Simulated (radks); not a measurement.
Task: Isoelectronic series with 25 electrons, each ion in its NIST ground configuration. All-electron calculation, Dirac Kohn-Sham, LDA (Slater exchange, Perdew-Wang correlation), spin-unpolarised, spherical densities, finite nucleus; open shells fill j = l - 1/2 first; Fermi nuclear charge, rms radius of each element as measured or else 0.836 A^(1/3) + 0.57 fm. Program: a radial shooting solver on a logarithmic mesh with Libxc functionals. Total energies (hartree) and mean radii <r> (bohr):

ion,configuration,E (hartree),3d5/2,3d3/2,3p3/2,3p1/2
Sn25+,[Ar] 3d7,-5826.11899,0.2935,0.2905,0.3245,0.3148
Te27+,[Ar] 3d7,-6369.71879,0.2775,0.2745,0.3080,0.2981
Xe29+,[Ar] 3d7,-6939.92209,0.2632,0.2601,0.2931,0.2829
Ba31+,[Ar] 3d7,-7537.1120,0.2504,0.2471,0.2795,0.2691
Ce33+,[Ar] 3d7,-8161.7062,0.2387,0.2354,0.2670,0.2564
Nd35+,[Ar] 3d7,-8814.1501,0.2281,0.2247,0.2556,0.2447
Sm37+,[Ar] 3d7,-9494.8896,0.2184,0.2149,0.2451,0.2340
Gd39+,[Ar] 3d7,-10204.4824,0.2095,0.2059,0.2354,0.2240
Er43+,[Ar] 3d7,-11712.4355,0.1937,0.1899,0.2181,0.2060
Yb45+,[Ar] 3d7,-12512.0085,0.1866,0.1828,0.2103,0.1979
Hf47+,[Ar] 3d7,-13342.8903,0.1801,0.1762,0.2030,0.1903
W49+,[Ar] 3d7,-14205.8201,0.1740,0.1700,0.1962,0.1832
Os51+,[Ar] 3d7,-15101.5567,0.1683,0.1642,0.1898,0.1765
Pt53+,[Ar] 3d7,-16031.0110,0.1629,0.1587,0.1838,0.1701
Hg55+,[Ar] 3d7,-16995.0526,0.1579,0.1536,0.1781,0.1641

Estimate the row of Dy41+ ([Ar] 3d7).

Result: E (hartree) -10943.4633; 3d5/2 0.2013; 3d3/2 0.1976; 3p3/2 0.2264; 3p1/2 0.2147.
